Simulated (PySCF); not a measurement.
Isomers of C5H5O3 (doublet state), mass 113.024 u with the commonest isotopes. Method: PBE0-D3(BJ)/def2-SVP geometry optimisation, gas phase (PySCF 2.14.0). One conformer each, none proved a minimum here; rigid rotors.

Problem. Order these by rotational constant A, largest first.
A. `[O:1]=[C:2]([OH:3])[C@@H:4]1[CH:5][CH:6]=[CH:7][O:8]1` (doublet state) with O1–C2–O3–H 0°, O1–C2–C4–C5 -84°
B. `[O:1]=[C:2]([OH:3])[C:4]1[CH2:5][CH:6]=[CH:7][O:8]1` (doublet state) with O1–C2–O3–H 0°, O1–C2–C4–C5 -1°
C. `[O:1]=[C:2]([OH:3])[C@H:4]1[CH:5][O:6][CH:7]=[CH:8]1` (doublet state) with O1–C2–O3–H -1°, O1–C2–C4–C5 91°

Solution. B (4929 MHz), C (4615 MHz), A (4511 MHz).

Problem. Order these by rotational constant C, smallest first.
A. `[O:1]=[C:2]([OH:3])[C@@H:4]1[CH:5][CH:6]=[CH:7][O:8]1` (doublet state) with O1–C2–O3–H 0°, O1–C2–C4–C5 -84°
B. `[O:1]=[C:2]([OH:3])[C:4]1[CH2:5][CH:6]=[CH:7][O:8]1` (doublet state) with O1–C2–O3–H 0°, O1–C2–C4–C5 -1°
C. `[O:1]=[C:2]([OH:3])[C@H:4]1[CH:5][O:6][CH:7]=[CH:8]1` (doublet state) with O1–C2–O3–H -1°, O1–C2–C4–C5 91°

Solution. B (1221 MHz), C (1431 MHz), A (1475 MHz).

Problem. Order these by radius of gyration √(Σ m r²/M), largest first.
A. `[O:1]=[C:2]([OH:3])[C@H:4]1[CH:5][O:6][CH:7]=[CH:8]1` (doublet state) with O1–C2–O3–H -1°, O1–C2–C4–C5 91°
B. `[O:1]=[C:2]([OH:3])[C:4]1[CH2:5][CH:6]=[CH:7][O:8]1` (doublet state) with O1–C2–O3–H 0°, O1–C2–C4–C5 -1°
C. `[O:1]=[C:2]([OH:3])[C@@H:4]1[CH:5][CH:6]=[CH:7][O:8]1` (doublet state) with O1–C2–O3–H 0°, O1–C2–C4–C5 -84°

Solution. B (1.917 Å), A (1.859 Å), C (1.825 Å).

| SMILES | point group | Ia (u·Å²) | Ib (u·Å²) | Ic (u·Å²) | κ | μa (D) | μb (D) | μc (D) |
| --- | --- | --- | --- | --- | --- | --- | --- | --- |
| O=C(O)[C]1CC=CO1 | Cs | 102.52 | 314.34 | 413.74 | -0.79 | 2.41 | 0.39 | 0.01 |
| O=C(O)[C@H]1[CH]OC=C1 | C1 | 109.52 | 318.06 | 353.20 | -0.90 | 0.62 | 1.67 | 0.29 |
| O=C(O)[C@@H]1[CH]C=CO1 | C1 | 112.04 | 298.08 | 342.71 | -0.85 | 1.24 | 0.43 | 1.14 |
